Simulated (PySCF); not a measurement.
**Electronic structure of Ge²⁺ (germanium, charge +2) at the UHF level**

Configuration: [Ar] 3d10 4s2, closed-shell 1S. All numbers are calculated (PySCF 2.14, the non-relativistic Hamiltonian (point nucleus), in def2-TZVPPD (7s5p5d1f, 54 functions)).

```
Total energy                                     : -2074.488797 hartree
One-electron energy                              : -2872.1347 hartree
Hartree (Coulomb) energy                         : 874.6366 hartree
Exchange energy                                  : -76.9907 hartree
Kinetic energy                                   : 2074.37135 hartree
⟨S²⟩                                             : 0.0000
⟨L²⟩                                             : 0.000
Sum of ⟨r⟩                                       : 18.04 bohr
Sum of ⟨r²⟩                                      : 20.11 bohr²
Density at the nucleus (Gaussians lack the cusp) : 21900 bohr⁻³
Langevin diamagnetic susceptibility              : -15.9 ×10⁻⁶ cm³/mol
```

```json
{"shell": "1s", "electrons": "2", "mean orbital energy (hartree)": "-405.98966", "rms radius, mean of both spins (bohr)": "0.0554"}
{"shell": "2s", "electrons": "2", "mean orbital energy (hartree)": "-52.88902", "rms radius, mean of both spins (bohr)": "0.231"}
{"shell": "2p", "electrons": "6", "mean orbital energy (hartree)": "-46.97451", "rms radius, mean of both spins (bohr)": "0.205"}
{"shell": "3s", "electrons": "2", "mean orbital energy (hartree)": "-7.92649", "rms radius, mean of both spins (bohr)": "0.678"}
{"shell": "3p", "electrons": "6", "mean orbital energy (hartree)": "-5.89377", "rms radius, mean of both spins (bohr)": "0.705"}
{"shell": "3d", "electrons": "10", "mean orbital energy (hartree)": "-2.36743", "rms radius, mean of both spins (bohr)": "0.805"}
{"shell": "4s", "electrons": "2", "mean orbital energy (hartree)": "-1.17432", "rms radius, mean of both spins (bohr)": "2.16"}
```
